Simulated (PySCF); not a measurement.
# A small calculation by hand: chemical shift, span and skew from a shielding tensor

tetrasiletane (H₈Si₄), SMILES [SiH2]1[SiH2][SiH2][SiH2]1. Atoms are numbered in the order given.

```xyz
12

Si     1.1453     1.1453    -0.2852
Si     1.1453    -1.1453     0.2852
Si    -1.1453    -1.1453    -0.2852
Si    -1.1453     1.1453     0.2852
H      2.0864     2.0864     0.3944
H      1.2802     1.2802    -1.7708
H      1.2802    -1.2802     1.7708
H      2.0864    -2.0864    -0.3944
H     -2.0864    -2.0864     0.3944
H     -1.2802    -1.2802    -1.7708
H     -1.2802     1.2802     1.7708
H     -2.0864     2.0864    -0.3944
```
Charge 0, spin multiplicity 1.

The structure is a stationary point at PBE0-D3(BJ)/def2-SVP.

GIAO shieldings from PBE/pcSseg-1 (PySCF), non-relativistic, no solvent. The symmetric part of the tensor of Si1 has the principal values 392.7, 451.6, 459.1 ppm. The same nucleus in TMS has σ = 335.4 ppm at this level (PySCF, at its B3LYP-D3(BJ)/def2-TZVP geometry).

Question: Work out the isotropic shielding, the ²⁹Si shift against TMS, the span and the skew.

Answer: 
σ(iso) = (σ11 + σ22 + σ33)/3 = 434.5 ppm. δ = σ(ref) − σ(iso) = 335.4 − (434.5) = -99.1 ppm.
Span Ω = σ33 − σ11 = 66.4 ppm. Skew κ = 3(σ(iso) − σ22)/Ω = -0.77. Tumbling in solution averages the tensor to δ; in a static solid the shielding alone would spread this spin-1/2 line over Ω.
